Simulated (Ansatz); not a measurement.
`[F][InH][SH]` + H₂Se → `[F][InH][SeH]` + H₂S at 400 K and 1 bar (ligand exchange at the In–S bond).

Program: Ansatz. Geometries: PBE0-D4/def2-TZVP. ΔE: electronic, gas phase. CBS: MP2 limit from def2 TZ/QZ plus the TZ coupled-cluster correction, frozen cores. This one scheme is used for every species. def2 core potentials past Kr. For In, Se outer-core shells are correlated without core-valence functions, which leaves a few kJ/mol of doubt a bond. Scalar relativity is left out up to krypton. Each species was taken in one conformer, which may not be the lowest.

| species | CCSD(T)/CBS energy (Eh) | H − E (kJ/mol) | S (J/(mol·K)) |
| --- | --- | --- | --- |
| `[F][InH][SH]` | -688.63795 | 68.8 | 340.5 |
| H₂Se | -2401.89790 | 49.4 | 229.5 |
| `[F][InH][SeH]` | -2691.57127 | 66.5 | 354.5 |
| H₂S | -398.97279 | 53.4 | 215.9 |

H − E and S are ideal-gas, rigid-rotor, harmonic terms from PBE0-D4/def2-TZVP, for one conformer and one mirror image of each species. 1 Eh = 2625.50 kJ/mol, R = 8.31446 J/(mol·K).

**Question.** By hand: ΔE, ΔH, ΔS and ΔG.

**Answer.** ΔE = (-2691.57127) + (-398.97279) − (-688.63795) − (-2401.89790) = -0.00821 Eh = -21.6 kJ/mol. Δ(H − E) = 66.5 + 53.4 − 68.8 − 49.4 = 1.7, so ΔH = -19.9 kJ/mol. ΔS = 354.5 + 215.9 − 340.5 − 229.5 = 0.4 J/(mol·K). ΔG = -19.9 − 400 × (0.4)/1000 = -20.1 kJ/mol.

**Question.** By hand: the equilibrium constant, and the temperature at which ΔG would vanish if ΔH and ΔS stayed fixed.

**Answer.** log₁₀ K = −ΔG/(RT ln 10) = 2.6. ΔH and −TΔS have one sign here, so there is no such temperature. One of them is within its doubt of zero, so this could turn.

The number of gas molecules stays the same, so ΔS is small and ΔH decides. A doubt of 5 kJ/mol in ΔE shifts log₁₀ K by 0.7 here. Other conformers and mirror images would add mixing entropy, several J/(mol·K) or more a flexible species. These are equilibria of isolated gas molecules and say nothing of rates. Largest T1 diagnostic: 0.016 (customary marks: 0.02 for closed shells, 0.045 for open ones).
